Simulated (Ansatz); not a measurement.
Species: sum formula Si2H4Cl2, net charge 0, singlet state. 
Geometry from a B3LYP-D3(BJ)/def2-TZVP (Ansatz, an electronic-structure program) optimisation:
```
Si
H 1 1.4783
H 1 1.4783 2 109.70
Cl 1 2.0766 2 108.35 3 -118.08
Si 1 2.3407 2 111.39 3 123.79
H 5 1.4783 1 111.39 2 57.59
H 5 1.4783 6 109.70 1 -123.79
Cl 5 2.0766 6 108.35 7 -118.08
```

Quantity: vertical ionisation energy (to the doublet state of charge +1; each state is the SCF solution reached for its spin), in eV. Correlated levels leave the core frozen unless marked. Open shells are spin-unrestricted. Spin-orbit coupling is left out. No relativistic terms. CBS marks a two-point X^-3 extrapolation of the correlation energy; Hartree-Fock from the larger set. [CCSD(T)-MP2]/basis is that difference in the basis named.

RI-MP2/CBS(aug-cc-pV(T+d)Z,aug-cc-pV(Q+d)Z)+[CCSD(T)-MP2]/aug-cc-pV(T+d)Z (Ansatz) gives 10.53 eV.

Another calculation gave 10.07 eV. Which level was it?
A. B3LYP/def2-TZVPD (Ansatz)
B. PBE/def2-TZVPD (Ansatz)
C. r2SCAN/def2-TZVPD (Ansatz)
D. CAM-B3LYP/def2-TZVPD (Ansatz)

A, B3LYP/def2-TZVPD (Ansatz). The others give 10.32 (CAM-B3LYP), 9.71 (PBE), 9.91 (r2SCAN) eV.
